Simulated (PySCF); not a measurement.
# Dipole response of Te⁺ (tellurium, charge +1)

[Kr] 4d10 5s2 5p3, high-spin 4S determinant. All numbers are calculated (PySCF 2.14, the spin-free X2C one-electron Hamiltonian (Gaussian nucleus), in aug-cc-pwCVTZ-DK3). Coupled (time-dependent) response in atomic units; α is the mean over directions.

```json
{"method": "UHF", "mean α (bohr³)": "22.38", "C₆ (like pair)": "191.8", "S(−4)": "104.8"}
{"method": "PBE", "mean α (bohr³)": "22.58", "C₆ (like pair)": "192.6", "S(−4)": "110.8"}
{"method": "PBE0", "mean α (bohr³)": "22.24", "C₆ (like pair)": "189.4", "S(−4)": "105.0"}
```

S(−4) is the Cauchy moment in α(ω) = α(0) + S(−4) ω² + …

α(iu) at UHF:

```csv
u (hartree),α(iu) (bohr³)
0,22.38
0.0500,22.12
0.100,21.38
0.200,18.93
0.300,15.99
0.500,10.98
0.750,7.154
1.00,5.041
1.50,3.005
2.00,2.076
3.00,1.218
5.00,0.5853
```

A single London oscillator, α(iu) = α/(1 + u²/ω²), gives C₆ = (3/4) ω α². Matching the computed C₆ needs ω = 4 × 191.8 / (3 × 22.38²) = 0.511 hartree.

For an ion, C₆ is the dispersion term alone; charge-induced terms of lower order in 1/R come first.
